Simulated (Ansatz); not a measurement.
A structure relaxed at PBE-D4/def2-SVPD in Ansatz, charge -1, doublet:

Cartesian coordinates in Å:
```
Ti 0.918 1.041 -0.088
Ti -0.589 -1.114 -0.588
O 1.226 2.208 1.065
O -0.803 0.736 -0.753
O -1.776 -2.087 0.068
O 1.024 -0.785 0.296
```

Task: Give its formula and point group.

Result: the cluster Ti2O4⁻. Point group C2v (tolerance 0.1 Å).

Task: Summarise the bond lengths by kind (pairs closer than 1.2 times the sum of covalent radii, bridged metal pairs left out).

Result: 6 × O–Ti 1.67 to 1.87 Å.

The highest occupied level of the charge -1 doublet lies above zero (up to 0.00 eV). It is a level of α spin, whose loss leaves a singlet; that state wasn't run at this geometry and level. The electron is either unbound and held by the finite basis, or the level is raised by self-interaction error. The relaxation made no stability test and no search for a lower SCF solution. No other spin state of charge -1 was run. The structure comes from a short search, and lower isomers may exist.
